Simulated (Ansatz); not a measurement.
Gas-phase reaction R1 → P1 + P2, each structure at its B3LYP-D3(BJ)/def2-TZVP stationary point, reached from a drawn start (curvature not checked).
P1, CF3 (SMILES F[C](F)F) (charge 0, multiplicity 2, Z-matrix in Å and degrees):
```
C
F 1 1.3211
F 1 1.3212 2 111.37
F 1 1.3212 2 111.37 3 -124.97
```
R1: CF4 (SMILES FC(F)(F)F), charge 0, multiplicity 1.
P2: F atom, charge 0, multiplicity 2.

P less R. No zero-point or thermal terms; singlets are restricted closed shells; open shells are unrestricted; no spin–orbit coupling.

Cores are frozen in the correlated methods.

Run with Ansatz (Gaussian basis) for Hartree–Fock, density functionals and correlated methods. No computed number here is a measurement.

The comparison value is 131.70 kcal/mol (CCSD(T)/cc-pVQZ). It is a level with limits of its own, not the exact answer.

**Question.** Order these levels by how close they come to the comparison value for the reaction energy, closest first: CAM-B3LYP/def2-TZVPP, PBE0/def2-TZVPP, CCSD(T)/cc-pVTZ, wB97X-V/def2-TZVPP. Give each level's value less the comparison value.

**Answer.** wB97X-V/def2-TZVPP (-0.29 kcal/mol), CCSD(T)/cc-pVTZ (-1.44 kcal/mol), CAM-B3LYP/def2-TZVPP (-2.20 kcal/mol), PBE0/def2-TZVPP (-3.61 kcal/mol)

Ansatz is a program for electronic structure.
